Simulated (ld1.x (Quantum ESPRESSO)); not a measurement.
**Which change was made? (Ga, PAW)**

* Element: gallium (Ga)
* Generator: ld1.x (Quantum ESPRESSO) 7.5
* Type: PAW
* Functional: PBE
* Relativity: scalar-relativistic
* Frozen core: [Ar]
* Valence charge: 13
* Reference configuration: 3d10 4s2 4p0 (charge +1)
* Partial waves: 4s (bound): rcut 1.45, rcutus 2.00 bohr; 4s channel at -0.15 Ry: rcut 1.45, rcutus 2.00 bohr; 4p (bound, empty): rcut 1.90, rcutus 2.30 bohr; 4p channel at 0.15 Ry: rcut 1.90, rcutus 2.30 bohr; 3d (bound): rcut 0.90, rcutus 1.15 bohr; 3d channel at -1.5 Ry: rcut 0.90, rcutus 1.15 bohr
* Local potential: all-electron potential smoothed inside 1.30 bohr (lloc = -1)
* Core correction: a·sin(br)/r model core, default radius (ld1.x builds one for every PAW set, though the input has nlcc=.false.)
* Augmentation charge: BESSEL, radius 0.90 bohr

Cutoffs, loose and tight: the cutoffs (Ry, on a coarse ladder) from which the occupation-weighted sum of valence levels, in a spherical-Bessel basis at the reference potential, stays within 10 and 1 mRy of its value at 400 Ry. They do not see the model core or the augmentation charge, which bear on the density cutoff. Test errors are all-electron minus pseudo excitation energies from the reference, over the configurations 3d10 4s2 4p1; 3d10 4s1 4p0; 3d10 4s0 4p0; 3d9 4s0 4p0; 3d10 4s1 4p2; 3d10 4s1 4p1; 3d10 4s2 4p0.5; variants that change the core or the reference have their own tests. The largest error is taken over the tests solved by every variant that gives reliable tests at all, those not shown here included: 3d10 4s0 4p0; 3d10 4s1 4p0; 3d10 4s1 4p1; 3d10 4s1 4p2; 3d10 4s2 4p0.5; 3d10 4s2 4p1.

The base gives: outcome: generated; cutoff, loose: 110 Ry; cutoff, tight: 180 Ry; bound ghosts: none; largest test error (meV): +120.

(1) After one change the result is: outcome: failed: new_paw_hamiltonian: negative rho. Which change was it?
A. reference 3d10 4s1.75 4p1.25
B. core [Ar] 3d10, valence charge 3; reference 4s2 4p0; waves now 4s (bound): rcut 1.20, rcutus 1.55 bohr; 4s channel at -0.15 Ry: rcut 1.20, rcutus 1.55 bohr; 4p (bound): rcut 1.70, rcutus 1.80 bohr; 4p channel at 0.15 Ry: rcut 1.70, rcutus 1.80 bohr; local potential all-electron potential smoothed inside 1.25 bohr (lloc = -1); augmentation BESSEL, radius 1.10 bohr
C. local potential all-electron potential smoothed inside 0.90 bohr (lloc = -2)

## Answers

(1) B. The others give: local potential all-electron potential smoothed inside 0.90 bohr (lloc = -2) → outcome: generated; cutoff, loose: 110 Ry; cutoff, tight: 180 Ry; bound ghosts: s; largest test error (meV): +117 | reference 3d10 4s1.75 4p1.25 → outcome: generated, misses its reference levels by 1.63 eV; bound ghosts: not determined; largest test error (meV): +2411 over the solved tests; test run stopped at test 7 of 7 (negative rho).
